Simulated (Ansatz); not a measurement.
Stepwise reaction of `C#[C][Al]([CH3])[C]#C` with hydrogen, as a gas-phase model of exchange steps in deposition or etching. ΔE in kJ/mol.

Isolated molecules relaxed with PBE0-D4/def2-TZVP in Ansatz; ΔE leaves out vibrations. CCSD(T)/CBS is the MP2 limit (def2-TZVPP, def2-QZVPP) plus CCSD(T) − MP2 in def2-TZVPP, frozen cores. This one scheme is used for every species. DFT in def2-TZVPP. B3LYP here is the variant with VWN-RPA as its local correlation; programs differ in this.

```json
{"step": "2", "reaction": "`C#[C][AlH][CH3]` + H₂ → `[CH3][AlH2]` + `C#C`", "PBE-D4": "51.0", "B3LYP-D4": "49.3", "ωB97M-V": "48.0", "CCSD(T)/CBS": "51.2"}
```

Q: Give the row of step 1, `C#[C][Al]([CH3])[C]#C` + H₂ → `C#[C][AlH][CH3]` + `C#C`. (Best estimate.)

A: The calculation gave: 
| step | reaction | PBE-D4 | B3LYP-D4 | ωB97M-V | CCSD(T)/CBS |
| --- | --- | --- | --- | --- | --- |
| 1 | `C#[C][Al]([CH3])[C]#C` + H₂ → `C#[C][AlH][CH3]` + `C#C` | 49.3 | 48.2 | 46.2 | 49.8 |

Q: By hand: ΔE of the 2 steps together at CCSD(T)/CBS.

A: (49.8) + (51.2) = 101.0 kJ/mol, or 50.5 kJ/mol a step.

In ΔE the steps differ by no more than 1.4 kJ/mol. All are uphill at CCSD(T)/CBS. PBE-D4 differs from CCSD(T)/CBS by -0.5 to -0.2 kJ/mol a step. Isolated molecules leave out the surface, adducts and barriers. Largest T1 diagnostic: 0.013.
